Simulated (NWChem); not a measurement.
Species: C2H5FOSi; SMILES F/C=C/O[SiH3]

```xyz
10

F      0.3450     2.8676    -0.0172
C     -0.3606     1.7417    -0.1161
C      0.1852     0.5634     0.1847
O     -0.5316    -0.5819     0.1257
Si     0.1043    -2.1248    -0.0484
H     -1.3932     1.8759    -0.4479
H      1.2307     0.5115     0.5173
H     -1.0216    -3.0566     0.2142
H      1.2074    -2.3226     0.9406
H      0.6424    -2.3257    -1.4267
```
Atoms are numbered in this order, from 1.

Level: PBE0/def2-SVP (NWChem), optimised geometry, unscaled harmonic frequencies. 

```csv
frequency (cm⁻¹),IR intensity (km/mol)
45,0.8
92,0.4
132,0.0
337,5.1
344,2.8
478,14.7
706,51.0
734,59.1
835,5.7
868,21.6
918,25.5
934,114.9
953,118.3
977,359.7
1204,56.8
1256,269.7
1303,26.4
1325,281.9
1801,9.2
2235,100.8
2240,115.6
2290,96.0
3165,19.1
3239,6.9
```

```yaml
zero_point_energy: 40.6 kcal/mol
thermal correction to the enthalpy at 298.15 K (with zero-point energy): 45.4 kcal/mol
heat capacity Cv: 21.5 cal/(mol K)
entropy at 298.15 K and 1 atm (symmetry number 1): 81.9 cal/(mol K)
dipole_moment: 1.65 D
```

Rigid rotor and harmonic oscillator; modes under 100 cm⁻¹ make the entropy uncertain.
